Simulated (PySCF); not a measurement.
SMILES [F][SnH] (PBE0/def2-SVP optimised geometry):

```
3

Sn    -0.828    -0.977     0.000
H      0.967    -0.977     0.000
F     -0.967     0.977     0.000
```

Method: PySCF 2.14.0 with PBE0/def2-TZVP, def2 effective core potentials past Kr.

Question: What are the frontier orbital energies and the dipole moment?

Answer: HOMO-2 -10.54 eV, HOMO-1 -10.16 eV, HOMO -7.07 eV, LUMO -2.91 eV, LUMO+1 -0.74 eV; dipole moment 2.86 D.

On the same geometry PySCF with PBE/def2-TZVP, def2 effective core potentials past Kr gives HOMO-2 -8.69 eV, HOMO-1 -8.45 eV, HOMO -5.98 eV, LUMO -3.64 eV, LUMO+1 -1.47 eV; dipole moment 2.67 D.
